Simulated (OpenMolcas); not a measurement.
**Os6+ in a point-charge field**

Os6+ among 6 point charges of -0.85 e arranged as an octahedron (Oh), 2.03 Å from the ion.
```
   2.0300    0.0000    0.0000  -0.85
   0.0000    2.0300    0.0000  -0.85
  -2.0300    0.0000    0.0000  -0.85
   0.0000   -2.0300    0.0000  -0.85
   0.0000    0.0000    2.0300  -0.85
   0.0000    0.0000   -2.0300  -0.85
```

```yaml
Program: OpenMolcas 26.06
Method: CASSCF
Basis: ANO-RCC-VDZP [7s6p4d2f1g]
Scalar_Hamiltonian: DKH2, point nucleus
Active_space: 2 electrons in 5 orbitals (5d)
State_averaging: 2S+1 = 3 even, 10 roots; 2S+1 = 1 even, 15 roots
Spin-orbit_coupling: RASSI with atomic mean-field integrals over the reference wave functions
```

The lowest spin-free states (labels of O, the rotations of Oh), above the lowest:

```tsv
State	Degeneracy	E (cm-1)	Free-ion L (%)
3T1	3	0.0	F (99)
3T2	3	2749	F (100)
3A2	1	6053	F (100)
1T2	3	13272	D (94)
1E	2	14045	D (82)
3T1	3	16165	P (99)
1T2	3	20138	G (94)
1T1	3	21629	G (100)
1A1	1	21890	G (99)
1E	2	22722	G (82)
1A1	1	49866	S (99)
```

The lowest levels with spin-orbit coupling:

```csv
E (cm-1),Degeneracy,Label,2S+1
0.0,2,E,3
809.0,3,T2,3 (88 %)
11307,3,T1,3
11970,3,T2,3
12575,1,A2,3
17449,1,A1,3 (89 %)
19813,3,T1,3 (88 %)
20339,2,E,3 (85 %)
20511,1,A1,3
22096,3,T2,3 (76 %)
22697,2,E,3 (51 %)
23016,3,T2,3 (53 %)
26034,3,T1,3
34969,3,T2,1 (71 %)
35325,2,E,1 (66 %)
36209,3,T1,1 (87 %)
36336,1,A1,1 (89 %)
37989,3,T2,3 (54 %)
39967,2,E,1 (61 %)
66446,1,A1,1
```

Powder χT (cm3 K/mol): 0.00111 at 2 K, 0.00557 at 10 K, 0.0278 at 50 K, 0.0557 at 100 K, 0.111 at 200 K, 0.165 at 300 K. The effective moment at 300 K is 2.828 √(χT) = 1.15 μB.

The lowest level has 2S+1 = 3, for which the spin-only value is χT = S(S+1) / 2 = 1.000 cm3 K/mol (g = 2). The computed 0.165 at 300 K differs by -0.835, through orbital momentum, spin-orbit coupling and any other state in reach. With a threefold ground state the orbital momentum is unquenched, so the spin-only value is not expected to hold.

A least-squares ligand-field fit to the states below 45000 cm-1, each weighted by its degeneracy and with a free common offset, gives 10Dq = 3327 cm-1, B = 931 cm-1 and C = 3851 cm-1 (C/B = 4.14), with an rms deviation of 16 cm-1.

Spin-orbit coupling mixes the spin-free states strongly: the lowest level takes only 63 % from its leading state, 3T1. Without dynamic correlation the repulsion within the d shell is too large (B by tens of per cent), so at a given field states of lower spin stand too high. This field is weak: 10Dq is about 3327 cm-1, while octahedral complexes of 5d ions of charge 3 and more, computed by the same method with explicit ligands, had a median near 35000 cm-1. Ground spin and moment need not be those of a real site. Point charges carry no covalency, so the field is a model and not that of real ligands. No measured value stands beside these numbers.
